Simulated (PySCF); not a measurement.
CaCl, SMILES [Cl][Ca+], charge +1. Atoms are numbered in the order given.

```xyz
2

Ca     0.0000     0.0000    -1.0649
Cl     0.0000     0.0000     1.2528
```
Charge +1, spin multiplicity 1.

Coordinates come from a PBE0-D3(BJ)/def2-TZVPD optimisation. The multiplicity is an assumed one; other spin states were not compared.

Calculation: PBE/def2-TZVPD in PySCF.

Isolated molecule, no solvent.

### Question
Estimate the frontier levels, gap, dipole moment and polarisability. (Estimate from the structure and the level; the computed values follow.)

### Answer

| Quantity | Value |
|---|---|
| highest occupied level | -11.84 eV |
| lowest empty level | -7.96 eV |
| orbital gap | 3.88 eV |
| dipole moment about the centre of nuclear charge | 9.75 D |
| mean static polarisability | 30.8 bohr³ (4.57 Å³) |
| polarisability, principal values | 23.8, 23.8, 44.8 bohr³ |
